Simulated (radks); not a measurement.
Question: These are the eigenvalues of the occupied orbitals of an atom or ion with whole-number occupations (eV). Method: scalar-relativistic Kohn-Sham, exchange-only r2SCAN, spin-polarised, spherical densities, finite nucleus; meta-GGA in the generalised Kohn-Sham scheme; Fermi nuclear charge, rms radius of each element as measured or else 0.836 A^(1/3) + 0.57 fm; computed with a radial shooting solver on a logarithmic mesh with Libxc functionals.

1s up: -88211.72
1s down: -88211.69
2s down: -15831.86
2s up: -15831.86
2p up: -13585.08
2p down: -13585.08
3s up: -3833.713
3s down: -3833.696
3p up: -3186.525
3p down: -3186.508
3d up: -2523.927
3d down: -2523.915
4s up: -896.9246
4s down: -896.8815
4p up: -683.7598
4p down: -683.7100
4d up: -435.3053
4d down: -435.2473
5s up: -174.4764
5s down: -174.4149
4f up: -161.5123
4f down: -161.4534
5p up: -115.6676
5p down: -115.5768
5d up: -49.0172
5d down: -48.4868
6s up: -37.0778

Which element is it, and in what charge state? The configuration may be excited. Open shells, if any, are filled with parallel spins first.

Answer: Z = 82, lead, charge +3: Pb3+ in [Xe] 4f14 5d10 6s1. The list shows which subshells hold electrons but not how many an open one holds; the 1s level, -3241.7 hartree, gives Z - s = 80.5 by -(Z - s)^2/2, which with screening and relativity narrows Z to a few neighbours, and the depths of the outer levels then fix element, charge and occupations together.
